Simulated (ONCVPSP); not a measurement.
# Reading a pseudo-wave (Ti (Z = 22))

Columns: radius, all-electron u(r) and pseudo u(r) of the 3p shell (level -38.88 eV) of titanium in the configuration [Ne] 3s2 3p6 3d2 4s2; revPBE, scalar-relativistic, ONCV scheme, ONCVPSP 4.0.1.

```
r (bohr)  all-electron  pseudo
   0.100       -0.3973  0.0322
   0.200       -0.5111  0.1251
   0.300       -0.2574  0.2676
   0.400        0.1192  0.4416
   0.500        0.4703  0.6238
   0.600        0.7389  0.7897
   0.700        0.9145  0.9185
   0.800        1.0072  0.9984
   0.900        1.0345  1.0273
   1.000        1.0152  1.0121
   1.100        0.9651  0.9644
   1.200        0.8966  0.8965
   1.300        0.8188  0.8187
   1.400        0.7380  0.7379
   1.500        0.6584  0.6583
   1.600        0.5826  0.5826
   1.700        0.5123  0.5122
   1.800        0.4481  0.4481
   1.900        0.3903  0.3903
   2.000        0.3388  0.3388
   2.100        0.2933  0.2933
   2.200        0.2533  0.2533
   2.300        0.2184  0.2184
   2.400        0.1881  0.1880
   2.500        0.1617  0.1617
   2.600        0.1389  0.1389
```

(1) How many radial nodes do the two functions have?

(2) At about which radius was the pseudo-wave matched?

(3) Is the pseudo-wave norm-conserving?

Results:

(1) The all-electron 3p function has n − l − 1 = 1; the pseudo-wave has 0, since the states of the same l below it are removed with the core.

(2) 1.25 bohr, where the columns begin to agree (steps of 0.10 bohr).

(3) Yes: the ONCV scheme keeps the norm inside the radius equal to the all-electron one, which fixes the energy derivative of the logarithmic derivative at the level.
